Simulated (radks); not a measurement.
Ionisation of neutral barium, [Xe] 6s2, to [Xe] 6s1 as the strength of local exchange is varied. All-electron calculation, Dirac Kohn-Sham, Slater X-alpha exchange (alpha = 2/3 is LDA exchange), no correlation, spin-unpolarised, spherical densities, finite nucleus; Fermi nuclear charge, rms radius 4.8378 fm. Program: a radial shooting solver on a logarithmic mesh with Libxc functionals.

alpha  E(Ba) (hartree)  exchange (hartree)  IE (eV)  -e of the level emptied (eV)  <r> of it (bohr)
0.616       -8113.1944           -171.9690    4.506                 2.383 (6s1/2)             4.968
0.667       -8127.4438           -186.5126    4.730                 2.582 (6s1/2)             4.880
0.711       -8139.7562           -199.0975    4.927                 2.758 (6s1/2)             4.808
0.915       -8197.0681           -257.8993    5.890                 3.634 (6s1/2)             4.504
1.02        -8226.7126           -288.4557    6.416                 4.121 (6s1/2)             4.366

NIST Atomic Spectra Database: 5.212 eV (measured). The Delta-SCF value meets it near alpha = 0.77. Spin polarisation and multiplet splitting are left out, so open shells lie too high by an amount that depends on their filling.

Beside tabulated values, note that spin-unpolarised runs miss the spin-polarisation part of the exchange energy of open shells.
